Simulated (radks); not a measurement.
S II, 15 electrons, occupied as [Ne] 3s2 3p3 (the NIST ground configuration).

All-electron calculation, non-relativistic Kohn-Sham, revPBE, spin-polarised, spherical densities, point nucleus; open shells are filled with parallel spins first. Program: a radial shooting solver on a logarithmic mesh with Libxc functionals.

Energy parts (hartree):
| part | energy |
|---|---|
| total | -397.67355 |
| kinetic | 397.19336 |
| electron-nucleus | -940.20171 |
| Hartree | 170.60771 |
| exchange-correlation | -25.27291 |

Orbitals (lengths in bohr, moments of r in powers of bohr; <r^-3> diverges for s and p1/2; r(90%) holds 90 % of the orbital's charge):
orbital  occ.  eigenvalue (hartree)    <r^2>  <r^-3>  r(90%)      <r>
1s up       1             -88.55455  0.01272       -   0.174  0.09728
1s down     1             -88.53877  0.01272       -   0.174  0.09726
2s up       1              -8.15927   0.2749       -   0.753   0.4806
2s down     1              -8.14500   0.2745       -   0.752   0.4805
2p up       3              -6.17583   0.2452   80.45   0.737   0.4428
2p down     3              -6.15453   0.2447   80.31   0.737   0.4427
3s up       1              -1.05481    3.082       -    2.45    1.636
3s down     1              -0.92470    3.164       -    2.50    1.652
3p up       3              -0.65829    4.109   6.392    2.88    1.872
3p down     0              -0.53572    4.484   6.151    3.04    1.943

The highest occupied level is 3p up at -17.913 eV. The spin density at the nucleus is -0.2245 e/bohr^3 (1s -0.3050, 2s 0.1632, 3s -0.0826), a Fermi contact field of -11.8 T. The density falls to 0.001 e/bohr^3 at r = 3.67 bohr. For comparison, the ionisation energy in NIST's Atomic Spectra Database is 23.338 eV (measured). In exact Kohn-Sham theory the highest level is minus the ionisation energy, but local and semilocal functionals leave it too shallow, through self-interaction and a potential that decays too fast; potentials with the right tail come closer. Virial ratio -V/T = 2.00121. The electron density at the nucleus is 2677 e/bohr^3. Summed over all electrons, <r^2> = 20.62 bohr^2, which gives a Langevin (diamagnetic) susceptibility term of -16.3 x 10^-6 cm^3/mol.

Run on one thread of a shared host, so times are rough (AMD EPYC 7R43 64-Core Processor): 0.09 s of CPU time, 0.09 s wall, 14 iterations on 2476 mesh points.
